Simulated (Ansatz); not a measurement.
Isomers

Structures of B₂H₂OF, doublet, relaxed at PBE0-D4/def2-TZVP (vibrations not checked; lower isomers may exist, and structures with a doubtful reference or unclear bonds are left out). Computed with Ansatz 0.2.0 (basis: def2-TZVPP); correlated methods freeze the cores; orbitals are unrestricted. B3LYP uses VWN-RPA correlation.

Problem. Rank them by CCSD(T) energy, lowest first, and give each one's height above the lowest. Links in brackets join atoms within 1.22 times the sum of their covalent radii (1.1 for two metals). (An estimate is asked for; the value comes from the calculation.)
A.
B₂H₂OF ([BH][B]([OH])[F])
```
6
angstrom
B -0.6631 0.8091 -0.9499
B -0.0119 -0.2720 0.0908
O 1.1281 0.0050 0.7745
F -0.5951 -1.4760 0.2429
H -1.2805 1.6618 -1.4828
H 1.4226 -0.7280 1.3244
```
B.
a complex of BH₂F ([BH2][F]) + BO
```
6
angstrom
B -0.0537 0.8234 -1.8080
O -0.3843 0.3047 -0.7763
B 0.0456 -0.5042 1.3406
F 1.3446 -0.2249 1.3344
H -0.6936 0.2947 1.8396
H -0.2878 -1.6113 1.0301
```
C.
B₂H₂OF ([F][B]1[BH2][O]1)
```
6
angstrom
B -0.4412 -0.2580 -0.6706
O -0.3933 0.9094 0.2446
B 0.6427 0.2964 0.7447
F 1.5059 0.4959 1.6910
H 0.0600 -0.1261 -1.7474
H -1.1973 -1.1395 -0.3887
```
D.
B₂H₂OF ([BH][O][BH][F])
```
6
angstrom
B -0.5337 1.0042 -1.1592
O -0.1265 0.1567 -0.2388
B 0.2154 -0.4725 0.8980
F 1.4165 -0.2516 1.4025
H -0.4375 0.7901 -2.3364
H -0.5343 -1.2269 1.4339
```

Solution. Computed: D (0.000 eV), C (0.487 eV), A (1.161 eV), B (1.788 eV). Heights count from the lowest.

Problem. Do PBE-D4, r2SCAN-D4, PBE0-D4, B3LYP-D4, wB97M-V, HF, MP2 give the same order? (A judgement: the text doesn't fix the answer.)

Solution. By the calculation: All do.

No T1 diagnostic of these runs exceeds 0.021. ⟨S²⟩ of the unrestricted Hartree–Fock references: 0.75 to 0.79 (a pure state has 0.75).

For scale, one of the runs: CCSD(T)/def2-TZVPP, 152 basis functions, launched by `ansatz run in.yaml --threads 2 --pin off --events-out ev --progress --plain --max-ram 4352MiB`. The run took 100 s on 2 CPU threads of an Arm Neoverse V1 (shared host), with 2.6 GiB of host memory at its peak.
